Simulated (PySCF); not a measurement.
PySCF 2.14 output of an unrestricted PBEsol calculation on a single atom or ion in x2c-TZVPPall with one added diffuse shell each of s, p, d, f type (12s8p8d4f1g, 113 functions), with scalar relativity by spin-free X2C-1e:

```
SCF conv_tol = 1e-09
number electrons alpha = 39  beta = 34
    J. P. Perdew, A. Ruzsinszky, G. I. Csonka, O. A. Vydrov, G. E. Scuseria, L. A. Constantin, X. Zhou, and K. Burke.,  Phys. Rev. Lett. 100, 136406 (2008)
    J. P. Perdew, A. Ruzsinszky, G. I. Csonka, O. A. Vydrov, G. E. Scuseria, L. A. Constantin, X. Zhou, and K. Burke.,  Phys. Rev. Lett. 100, 136406 (2008)
cycle= 1 E= -16687.0685861168  delta_E= -0.0307  |g|= 0.328  |ddm|= 0.373
cycle= 2 E= -16687.0664224833  delta_E= 0.00216  |g|= 0.349  |ddm|= 0.244
cycle= 3 E= -16687.0763537123  delta_E= -0.00993  |g|= 0.0114  |ddm|= 0.143
cycle= 4 E= -16687.0763793707  delta_E= -2.57e-05  |g|= 0.000384  |ddm|= 0.00978
cycle= 5 E= -16687.0763793904  delta_E= -1.97e-08  |g|= 3.66e-05  |ddm|= 0.000278
cycle= 6 E= -16687.0763793906  delta_E= -1.49e-10  |g|= 1.88e-06  |ddm|= 2.63e-05
converged SCF energy = -16687.0763793906  <S^2> = 8.7511996  2S+1 = 6.0003998
```

The run itself started from symmetry-adapted Hartree-Fock orbitals and held the occupation by maximum overlap, on a logarithmic radial grid, so the iterations belong to that start.

Question: Which element, charge and spin multiplicity is this?

Answer: Re²⁺ (rhenium, charge +2), multiplicity 6; the state was [Xe] 4f14 5d4 6p1, one real determinant (an excited configuration).

⟨L²⟩ = 8.00 against 12 for a pure F term, so this real determinant mixes terms. Spin-orbit coupling, absent here, splits the open shell strongly.
